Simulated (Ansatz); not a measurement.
Compare A (`C[CH2][Ga]1[O][SiH2]1`) with its isomer B (`C=[CH][Ga]([OH])[SiH3]`).

Calculated with Ansatz (gas phase, PBE0-D4/def2-TZVP geometries, no zero-point term in ΔE). CBS: MP2 limit from def2 TZ/QZ plus the TZ coupled-cluster correction, frozen cores. Functionals use def2-TZVPP. B3LYP here is the variant with VWN-RPA as its local correlation; programs differ in this. For Ga outer-core shells are correlated without core-valence functions, which leaves a few kJ/mol of doubt a bond. Scalar relativity is left out up to krypton. Each species was taken in one conformer, which may not be the lowest.

A:

Z-matrix (Å, degrees):
```
C
C 1 1.524
H 1 1.092 2 111.7
H 1 1.094 2 111.0 3 -120.0
H 1 1.092 2 111.7 3 119.5
Ga 2 1.965 1 112.5 3 -63.9
H 2 1.093 1 112.0 3 58.4
H 2 1.096 1 111.4 3 177.0
Si 6 2.278 2 160.7 1 -15.9
O 6 1.924 2 115.7 1 -14.6
H 9 1.490 6 124.0 2 -101.2
H 9 1.490 6 123.9 2 104.5
```

B:

```xyz
12

C    -1.0301    1.8862   -0.6793
C    -0.0448    1.1691   -1.2185
Ga    0.6113   -0.4446   -0.3345
O     1.9414   -1.3720   -1.1061
Si   -0.1694   -1.3801    1.7367
H    -1.4196    2.7896   -1.1443
H    -1.4999    1.6042    0.2605
H     0.3773    1.5133   -2.1619
H     2.2552   -1.0008   -1.9333
H     0.9352   -1.4438    2.7318
H    -1.2674   -0.5625    2.3236
H    -0.6891   -2.7585    1.5253
```

Which is lower in electronic energy at CCSD(T)/CBS, and by how much? (Best estimate.)

Computed: A, by 10.4 kcal/mol.

Give E(B) − E(A) in kcal/mol with B3LYP, PBE0-D4, r2SCAN-D4, B2PLYP, ωB97M-V, PBE-D4, CCSD(T)/def2-TZVPP. (Best estimate.)

Ansatz gave: B3LYP 9.5, PBE0-D4 12.3, r2SCAN-D4 13.7, B2PLYP 10.3, ωB97M-V 10.6, PBE-D4 13.2, CCSD(T)/def2-TZVPP 8.6. None reverses the order clearly.

Largest T1 diagnostic: 0.015.

In def2-TZVPP, CCSD(T) changes the Hartree–Fock value by +7.4 kcal/mol (the triples alone add +1.1 kcal/mol) and MP2 by +10.8 kcal/mol. From PBE to PBE0 (25 % exact exchange), in def2-TZVPP and without D4, E(B) − E(A) moves by −0.9 kcal/mol.
